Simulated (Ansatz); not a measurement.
```yaml
crystal:
  periodic: [false, false, false]
  atoms:
    - {symbol: C, position_ang: [-4.134692, 1.023652, 0.631064]}
    - {symbol: C, position_ang: [-4.056260, 0.243996, -0.476118]}
    - {symbol: C, position_ang: [-2.874132, -0.221374, -0.904829]}
    - {symbol: C, position_ang: [-1.745042, 0.092340, -0.222427]}
    - {symbol: C, position_ang: [-1.840795, 0.883618, 0.897576]}
    - {symbol: C, position_ang: [-3.030806, 1.349271, 1.325426]}
    - {symbol: S, position_ang: [-0.338257, 1.174155, 1.622770]}
    - {symbol: C, position_ang: [0.430097, 0.249444, 0.447669]}
    - {symbol: C, position_ang: [1.744978, -0.092775, 0.222714]}
    - {symbol: C, position_ang: [2.874094, 0.221211, 0.904935]}
    - {symbol: C, position_ang: [4.056318, -0.243608, 0.475856]}
    - {symbol: C, position_ang: [4.134752, -1.023307, -0.631286]}
    - {symbol: C, position_ang: [3.030826, -1.349200, -1.325473]}
    - {symbol: C, position_ang: [1.840763, -0.883895, -0.897398]}
    - {symbol: S, position_ang: [0.338205, -1.174684, -1.622421]}
    - {symbol: C, position_ang: [-0.430187, -0.250069, -0.447256]}
    - {symbol: H, position_ang: [-5.074149, 1.381691, 0.955169]}
    - {symbol: H, position_ang: [-4.936665, 0.000695, -1.006512]}
    - {symbol: H, position_ang: [-2.813037, -0.828869, -1.767049]}
    - {symbol: H, position_ang: [-3.093394, 1.956481, 2.187052]}
    - {symbol: H, position_ang: [2.812961, 0.828507, 1.767292]}
    - {symbol: H, position_ang: [4.936758, 0.000176, 1.005975]}
    - {symbol: H, position_ang: [5.074206, -1.381260, -0.955505]}
    - {symbol: H, position_ang: [3.093476, -1.956216, -2.187232]}
basis:
  gaussian: {orbitals: STO-3G}
hamiltonian: {xc: {name: B2GP-PLYP}}
scf: {omitted_lower_state_checks: [starts]}
```

```sh
$ ansatz run in.yaml --threads 4 --pin off --events-out ev --progress --plain --max-ram 6963MiB
```

Output, abridged:

```
Functional definition: B2GP-PLYP
1319 factors; integrals over basis functions are off by at most 3.3e-5 eV
mean field evaluation 1: about -35847.1846 eV, gradient 2.1e1 eV
mean field evaluation 2: about -35847.5437 eV, gradient 2.0e1 eV
mean field evaluation 4: about -35849.1267 eV, gradient 4.1e0 eV
mean field evaluation 8: about -35849.1838 eV, gradient 5.6e-2 eV
mean field evaluation 16: about -35849.1838 eV, gradient 5.3e-6 eV
mean field -35849.18379512 eV, -1317.4332050210 hartree, gradient 5.0e-6 eV, S^2 0.000000; 0 other end points of the search recorded, 0 dependent functions left out
24 core orbitals not correlated: weight in the atoms' cores, before any rotation towards them, 1.000 or more for the frozen orbitals, at most 0.000 for the correlated occupied ones
reference -35849.18394484 eV, -1317.4332105232 hartree; 38, 38 occupied and 34, 34 virtual orbitals, 1319 factors
second order -26.63952550 eV of doubles, -0.00000000 eV of singles
Total energy: -35858.77417402 eV, -1317.7856449450 hartree
Checks for a lower state left out: starts
```

Run time 4.7 s (4 threads of Arm Neoverse V1 on a shared host).

Correlated methods freeze 24 core orbitals.
